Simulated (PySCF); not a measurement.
## Fractional electron number in Hf (hafnium, neutral)

The 5d alpha orbital of [Xe] 4f14 5d2 6s2 is emptied in steps (occupation f), with all orbitals relaxed, ending at [Xe] 4f14 5d1 6s2. Computed with PySCF 2.14 in def2-SVP with the def2 core potential (60 electrons), with scalar relativity through the core potential. The exact energy is a straight line in f; departures are measured from the line between the end points of the same method.

```
  f  LDA (eV)  PBE (eV)
  1     0.000     0.000
0.9    -0.333    -0.335
0.7    -0.782    -0.792
0.5    -0.930    -0.952
0.3    -0.771    -0.807
0.1    -0.319    -0.348
  0     0.000     0.000
```

Question: For LDA, how does the orbital energy at f = 1 compare with the removal energy?

Answer: −ε = 3.327 eV against a total-energy difference of 7.012 eV. By Janak's theorem ε = ∂E/∂f, so the gap between them reflects the curvature. Along the path −ε is 4.038 (f = 0.9), 5.510 (f = 0.7), 7.036 (f = 0.5), 8.570 (f = 0.3), 9.918 (f = 0.1) eV.

| method | E(f=0) − E(f=1) (eV) | −ε at f=1 (eV) | −ε at f=0.5 (eV) |
| --- | --- | --- | --- |
| LDA | 7.012 | 3.327 | 7.036 |
| PBE | 7.077 | 3.375 | 7.031 |

Reference removal energy between the ground levels: 6.825 eV (measured; NIST Atomic Spectra Database, ionization energies). The calculation has no spin-orbit coupling.
